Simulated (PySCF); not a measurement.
Si(NMe2)(SiH3)3, SMILES CN(C)[Si]([SiH3])([SiH3])[SiH3] (GFN2-xTB optimised geometry):

```
22

C     -0.797     0.595     4.253
N     -0.027     0.997     3.105
C      1.150     1.727     3.500
Si    -0.015     0.012     1.659
Si     1.248    -1.955     1.978
Si    -2.262    -0.464     1.227
Si     0.918     1.370     0.000
H     -1.712     0.100     3.934
H     -0.238    -0.092     4.903
H     -1.067     1.474     4.846
H      1.831     1.113     4.104
H      1.687     2.073     2.619
H      0.863     2.598     4.096
H      0.742    -2.818     3.055
H      1.271    -2.784     0.769
H      2.653    -1.706     2.328
H     -2.785    -1.597     2.003
H     -2.387    -0.859    -0.179
H     -3.225     0.621     1.437
H      0.524     0.835    -1.306
H      2.387     1.370     0.000
H      0.533     2.784     0.000
```

Method: PBE0/def2-SVP (PySCF).

Problem. What are the frontier orbital energies and the dipole moment?

Solution. HOMO-2 -8.41 eV, HOMO-1 -8.09 eV, HOMO -6.20 eV, LUMO -0.76 eV, LUMO+1 -0.15 eV; dipole moment 1.50 D.

Meta-Löwdin charges at PBE0/def2-SVP: C1 -0.19, N2 -0.41, C3 -0.19, Si4 0.30, Si5 0.18, Si6 0.21, Si7 0.21, H8 0.10, H9 0.08, H10 0.10, H11 0.08, H12 0.10, H13 0.10, H14 -0.07, H15 -0.08, H16 -0.07, H17 -0.08, H18 -0.07, H19 -0.07, H20 -0.07, H21 -0.08, H22 -0.07.
